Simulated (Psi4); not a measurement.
Computed with SAPT0/jun-cc-pVDZ, frozen core (Psi4).

Psi4 input:

```
molecule {
0 1
Cl 0.64100294 -0.00000000 -0.00000000
H -0.64100294 0.00000000 0.00000000
--
0 1
C 2.39561419 -2.07052258 3.73951339
Br 1.67815454 -0.25256730 3.84816704
H 2.24816142 -2.42196453 2.72447985
H 1.85053847 -2.68197511 4.44984134
H 3.44956217 -2.02331211 3.98951681
units angstrom
symmetry c1
no_reorient
no_com
}
set basis jun-cc-pvdz
set scf_type df
set freeze_core true
energy('sapt0')
```

Part of the output:

```
    SAPT Results
  --------------------------------------------------------------------------------------------------------
    Electrostatics                 -0.23673045 [mEh]      -0.14855060 [kcal/mol]      -0.62153572 [kJ/mol]
      Elst10,r                     -0.23673045 [mEh]      -0.14855060 [kcal/mol]      -0.62153572 [kJ/mol]

    Exchange                        1.68343600 [mEh]       1.05637204 [kcal/mol]       4.41986061 [kJ/mol]
      Exch10                        1.68343600 [mEh]       1.05637204 [kcal/mol]       4.41986061 [kJ/mol]
      Exch10(S^2)                   1.68028236 [mEh]       1.05439310 [kcal/mol]       4.41158073 [kJ/mol]

    Induction                      -0.15220454 [mEh]      -0.09550979 [kcal/mol]      -0.39961297 [kJ/mol]
      Ind20,r                      -1.05334820 [mEh]      -0.66098597 [kcal/mol]      -2.76556531 [kJ/mol]
      Exch-Ind20,r                  0.97517527 [mEh]       0.61193172 [kcal/mol]       2.56032232 [kJ/mol]
      delta HF,r (2)               -0.07403162 [mEh]      -0.04645554 [kcal/mol]      -0.19436998 [kJ/mol]

    Dispersion                     -0.80875382 [mEh]      -0.50750068 [kcal/mol]      -2.12338286 [kJ/mol]
      Disp20                       -0.91932949 [mEh]      -0.57688796 [kcal/mol]      -2.41369923 [kJ/mol]
      Exch-Disp20                   0.11057567 [mEh]       0.06938728 [kcal/mol]       0.29031638 [kJ/mol]
      Disp20 (SS)                  -0.45966474 [mEh]      -0.28844398 [kcal/mol]      -1.20684962 [kJ/mol]
      Disp20 (OS)                  -0.45966474 [mEh]      -0.28844398 [kcal/mol]      -1.20684962 [kJ/mol]
      Exch-Disp20 (SS)              0.05066931 [mEh]       0.03179547 [kcal/mol]       0.13303226 [kJ/mol]
      Exch-Disp20 (OS)              0.05990636 [mEh]       0.03759181 [kcal/mol]       0.15728412 [kJ/mol]

  Total HF                          1.29450100 [mEh]       0.81231164 [kcal/mol]       3.39871191 [kJ/mol]
  Total SAPT0                       0.48574718 [mEh]       0.30481096 [kcal/mol]       1.27532905 [kJ/mol]
```
